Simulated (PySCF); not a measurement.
C3H13BP2.
SMILES with atom numbers: `[BH3-:1][P@@H+:2]([CH3:3])[CH2:4][CH2:5][PH2:6]` (hydrogens: H7, H8, H9 on B1; H10 on P2; H11, H12, H13 on C3; H14, H15 on C4; H16, H17 on C5; H18, H19 on P6)

Computed by this run: PBE0-D3(BJ)/def2-SVP geometry optimisation, gas phase in PySCF; density fitting, grid level 1; the optimiser is geomeTRIC in internal coordinates, started from a GFN2-xTB structure.

Step 0: E = -22556.4306 eV
```
atom  x, y, z in Å  |  force x, y, z in eV/Å
B1     -0.8514    1.7769   -0.7596    0.179  -0.358   0.350
P2     -0.6079    0.2912    0.4208   -0.423  -0.879  -0.092
C3     -2.1524   -0.5771    0.8819    0.229   0.374  -0.226
C4      0.4172   -1.1090   -0.2077    0.154   0.471  -0.427
C5      1.7012   -0.6477   -0.8852   -0.055  -0.071   0.315
P6      2.9091    0.2371    0.2178    0.559  -0.044  -0.709
H7     -1.6137    2.5040   -0.2049   -0.468   0.419   0.370
H8     -1.3173    1.2532   -1.7301   -0.254  -0.357  -0.505
H9      0.2204    2.2601   -0.9510    0.636   0.274  -0.113
H10    -0.0663    0.4472    1.7006    0.251   0.405   0.354
H11    -2.7714    0.1023    1.4657   -0.244   0.201   0.191
H12    -1.9572   -1.4811    1.4567    0.114  -0.269   0.186
H13    -2.6897   -0.8304   -0.0316   -0.197  -0.094  -0.282
H14    -0.2080   -1.6319   -0.9423   -0.196  -0.137  -0.085
H15     0.6347   -1.8043    0.6092   -0.062  -0.138   0.218
H16     2.2222   -1.5073   -1.3221    0.088  -0.128  -0.123
H17     1.4618    0.0412   -1.7012    0.017   0.125  -0.254
H18     2.0064    1.2227    0.6211   -0.325   0.638   0.212
H19     2.6526   -0.5376    1.3544   -0.001  -0.431   0.619
```

**Question.** Estimate the geometry and energy of step 1. (The exact step hangs on the optimiser's Hessian estimate; all steps are aligned on step 0, rigid shifts and turns removed.)

**Answer.** E = -22556.5569 eV, largest force 0.314 eV/Å
```
atom  x, y, z in Å  |  force x, y, z in eV/Å
B1     -0.8630    1.7350   -0.7486   -0.153   0.099  -0.166
P2     -0.6553    0.2506    0.4155    0.273   0.015   0.155
C3     -2.1954   -0.5878    0.9026   -0.028  -0.030  -0.016
C4      0.4086   -1.0907   -0.2536   -0.128  -0.108   0.125
C5      1.7185   -0.6305   -0.8772    0.007   0.058  -0.051
P6      2.9652    0.2226    0.2195   -0.149  -0.020   0.171
H7     -1.6234    2.5097   -0.1816    0.030  -0.033  -0.013
H8     -1.3611    1.2123   -1.7460    0.028   0.040   0.039
H9      0.2524    2.1962   -0.9523   -0.031  -0.043   0.033
H10    -0.0493    0.5370    1.6708   -0.074  -0.040  -0.068
H11    -2.8171    0.1147    1.4767    0.019  -0.011  -0.021
H12    -2.0035   -1.4879    1.5063   -0.001   0.046  -0.025
H13    -2.7440   -0.8642   -0.0106    0.013   0.002   0.025
H14    -0.2185   -1.5946   -1.0116    0.043   0.003   0.001
H15     0.5859   -1.8207    0.5566   -0.002   0.013  -0.075
H16     2.2335   -1.5000   -1.3197   -0.013   0.037   0.020
H17     1.5203    0.0665   -1.7095    0.011  -0.029   0.025
H18     2.1203    1.2981    0.6506    0.094  -0.082  -0.037
H19     2.7163   -0.5571    1.4045    0.060   0.081  -0.124
```

The energy changes by -0.1263 eV. The first-order estimate −F·Δx gives -0.2838 eV and the mean of the old and new forces, exact on a quadratic surface, -0.1236 eV. The step makes an angle of 68° with the force vector and moves no atom by more than 0.140 Å.

What follows is the cost of the whole optimisation. Hardware: Arm Neoverse V1, one thread, shared host. Cost: 32 s wall, 0.70 GiB resident at most.
